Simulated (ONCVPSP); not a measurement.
**Varying the ONCV potential for Cd**

Base potential:

| Quantity | Value |
| --- | --- |
| Element | Cd (Z = 48) |
| Generator | ONCVPSP 4.0.1 |
| Type | optimised norm-conserving Vanderbilt (ONCV) |
| Functional | PBEsol |
| Relativity | fully relativistic |
| Frozen core | [Ar] 3d10 |
| Valence charge | 20 |
| Reference configuration | 4s2 4p6 4d10 5s1.5 5p0.5 |
| Partial waves | 4s+5s: rc 1.25 bohr, ncon 4, nbas 8, qcut 11 1/bohr, 2 projectors; 4p+5p: rc 1.45 bohr, ncon 4, nbas 7, qcut 11.4 1/bohr, 2 projectors; 4d: rc 1.10 bohr, ncon 3, nbas 8, qcut 8.4 1/bohr, 1 projector |
| Local potential | polynomial inside 0.75 bohr (lpopt 5, dvloc0 0 Ha) |
| Core correction | Teter function, fcfact 4, rcfact 1.6 |

Open shells are filled in proportion to 2j + 1.

All-electron outer shells of the reference configuration (PBEsol, scalar-relativistic, ld1.x):

```json
{"shell": "3p", "level (eV)": "-602.00", "outermost node (bohr)": "0.14", "outermost maximum (bohr)": "0.32"}
{"shell": "3d", "level (eV)": "-394.66", "outermost node (bohr)": "–", "outermost maximum (bohr)": "0.27"}
{"shell": "4s", "level (eV)": "-106.85", "outermost node (bohr)": "0.43", "outermost maximum (bohr)": "0.79"}
{"shell": "4p", "level (eV)": "-67.94", "outermost node (bohr)": "0.43", "outermost maximum (bohr)": "0.84"}
{"shell": "4d", "level (eV)": "-12.74", "outermost node (bohr)": "0.42", "outermost maximum (bohr)": "0.98"}
{"shell": "5s", "level (eV)": "-6.38", "outermost node (bohr)": "1.06", "outermost maximum (bohr)": "2.32"}
{"shell": "5p", "level (eV)": "-1.64", "outermost node (bohr)": "1.19", "outermost maximum (bohr)": "3.21"}
```

Cutoffs, loose and tight: the cutoffs (Ha) at which the residual kinetic energy of the hardest occupied pseudo-wave falls to 1 and 0.1 mHa per electron. They do not see the model core or the augmentation charge, which bear on the density cutoff. Test errors are all-electron minus pseudo excitation energies from the reference, over the configurations 4s2 4p6 4d10 5s2 5p0; 4s2 4p6 4d10 5s1 5p0; 4s2 4p6 4d10 5s0 5p0; 4s2 4p6 4d10 5s0 5p1. A dash means not determined; rows that change the core or the reference have their own tests. The largest error is taken over the tests solved by every variant that gives reliable tests at all: 4s2 4p6 4d10 5s0 5p1; 4s2 4p6 4d10 5s1 5p0; 4s2 4p6 4d10 5s2 5p0.

A true bound ghost makes a file unfit for plane-wave use even where its test errors are small: the radial tests pick states by their node count and pass the ghost by.

| change | outcome | cutoff, loose | cutoff, tight | bound ghosts | GHOST(+) flags above zero | largest test error (meV) |
| --- | --- | --- | --- | --- | --- | --- |
| base | generated | 42 Ha | 139 Ha | none | s | -0.5 |
| d: qcut 11.6 | generated | 42 Ha | 49 Ha | none | s | -0.4 |
| s: rc 1.22 | generated | 43 Ha | 139 Ha | none | s | -1.0 |
| p: nproj 3 | generated | 42 Ha | 139 Ha | none | s | -0.5 |
| d: nbas 6 | generated | 42 Ha | 97 Ha | none | s | -0.5 |
| p: rc 1.36 | generated | 42 Ha | 139 Ha | none | s | -0.5 |

(1) What comes out with this change to the base: core [Kr], valence charge 12; reference 4d10 5s1.5; waves now 5s: rc 2.30 bohr, ncon 4, nbas 9, qcut 2.9 1/bohr, 2 projectors, debl 2.9 Ha; p scattering state at 0.03 Ha: rc 2.40 bohr, ncon 3, nbas 7, qcut 3.9 1/bohr, 2 projectors, debl 0.3 Ha; 4d: rc 1.80 bohr, ncon 4, nbas 8, qcut 7.9 1/bohr, 2 projectors, debl 3.5 Ha; local potential polynomial inside 1.20 bohr (lpopt 4, dvloc0 0 Ha)?

Results:

(1) outcome: generated, projector energies reset by the program; cutoff, loose: 25 Ha; cutoff, tight: 32 Ha; bound ghosts: s; GHOST(+) flags above zero: p3/2, p1/2; largest test error (meV): -0.6 over the solved tests; 2 of 4 tests not solved or not reliable.
